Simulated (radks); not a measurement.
Results of a calculation; reference values are marked as such.
Question: Be1.75+, 2.25 electrons, occupied as 2s2 1s(up 0.25, down 0) (fractional occupations, a model configuration). Level of theory: scalar-relativistic Kohn-Sham, PBEsol, spin-polarised, spherical densities, finite nucleus; Fermi nuclear charge, rms radius 2.519 fm (a radial shooting solver on a logarithmic mesh with Libxc functionals). Some entries of the table are withheld. Estimate them.

| orbital | occ. | eigenvalue (hartree) | <r^2> (bohr^2) | r(max) (bohr) |
|---|---|---|---|---|
| 1s up | 0.25 | -6.95265 | 0.1813 | (1) |
| 2s up | 1 | (2) | 3.177 | (3) |
| 2s down | 1 | (4) | 3.268 | (5) |

Answer: 
(1) 1s up r(max) (bohr): 0.2441
(2) 2s up eigenvalue (hartree): -1.10950
(3) 2s up r(max) (bohr): 1.395
(4) 2s down eigenvalue (hartree): -1.09048
(5) 2s down r(max) (bohr): 1.418
